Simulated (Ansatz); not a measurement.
Born–Oppenheimer molecular dynamics of Cl3FH2NTa (8 atoms, charge 0, multiplicity 1). It goes on from the last frame of an earlier run, with new velocities.

All numbers below come from RKS PBE/def2-SVP (Ansatz).

```json
{
 "ensemble": "NVT, Nosé–Hoover chain",
 "time step": "0.25 fs",
 "steps asked": "250",
 "set temperature": "2000 K",
 "thermostat": "time constant 50 fs, chain length 3",
 "temperature schedule": "62 steps to 2000 K, then 188 steps to 10 K",
 "seed": "216201"
}
```

First frame:

```xyz
8
Properties=species:S:1:pos:R:3
Ta -0.001 -0.012 -0.043
N 1.944 -0.321 -0.060
H 2.395 -0.181 0.847
H 2.594 -0.207 -0.855
F 0.225 0.089 1.828
Cl 0.201 0.240 -2.370
Cl -1.258 1.999 0.105
Cl -1.122 -2.030 -0.023
```

(1) How far do the bonds stretch over the last three quarters of this one trajectory? (Pairs bonded in most of those frames.)

Results:

(1) 
| bond | mean (Å) | spread (Å) | shortest | longest |
| --- | --- | --- | --- | --- |
| Ta1–N2 | 2.012 | 0.087 | 1.88 | 2.14 |
| Ta1–F5 | 1.910 | 0.062 | 1.82 | 2.01 |
| Ta1–Cl6 | 2.335 | 0.100 | 2.22 | 2.51 |
| Ta1–Cl7 | 2.446 | 0.111 | 2.21 | 2.55 |
| Ta1–Cl8 | 2.315 | 0.009 | 2.29 | 2.32 |
| N2–H3 | 1.042 | 0.047 | 0.96 | 1.11 |
| N2–H4 | 1.029 | 0.027 | 0.98 | 1.08 |

Mean temperature of the second half: 1218 K. The conserved energy stayed within 0.11 meV per atom of its start (net change 0.054 meV per atom), so the integration is sound. The schedule's set-point averaged 672 K over the second half and the system 1218 K, so it lags behind the ramp. A run of 0.062 ps of so small a system gives no equilibrium averages.

The run took 6.9 min on 4 threads of Arm Neoverse V2, on a shared host, peak memory 0.19 GiB.
